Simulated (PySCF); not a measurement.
## The third ionisation energy along the 5p block

All values are computed (PySCF 2.14, energy differences of UHF-based or UKS calculations, no spin-orbit coupling). Values in eV. The last column holds reference values (NIST; (s) semi-empirical, (t) theoretical, else measured). Unmarked ones compare directly (S terms, centres of terms, or small fine structure); those marked * lie between the lowest fine-structure levels and include a spin-orbit shift.

```tsv
element	configurations	UHF	MP2 (valence)	SCS-MP2 (valence)	CCSD (valence)	CCSD(T) (valence)	reference
Sn (def2-SVP with the def2 core potential (28 electrons), ECP)	[Kr] 4d10 5s2 → [Kr] 4d10 5s1	28.557	29.151	29.269	29.439	29.439	30.506
Sb (def2-SVP with the def2 core potential (28 electrons), ECP)	[Kr] 4d10 5s2 5p1 → [Kr] 4d10 5s2	24.113	24.244	24.227	24.317	24.325	25.323 *
I (def2-SVP with the def2 core potential (28 electrons), ECP)	[Kr] 4d10 5s2 5p3 → [Kr] 4d10 5s2 5p2	29.845	30.141	30.039	30.102	30.104	29.57 ± 0.025 *
Xe (def2-SVP with the def2 core potential (28 electrons), ECP)	[Kr] 4d10 5s2 5p4 → [Kr] 4d10 5s2 5p3	29.383	29.990	30.053	30.122	30.141	31.05 ± 0.04 (s) *
```

"Valence" correlates the outer s and p shells and, in groups 3 to 12 and the f block, the outer d or f shell, open or full, or the next shell where the ion has no valence electron left; the wider scheme adds the next inner shell.
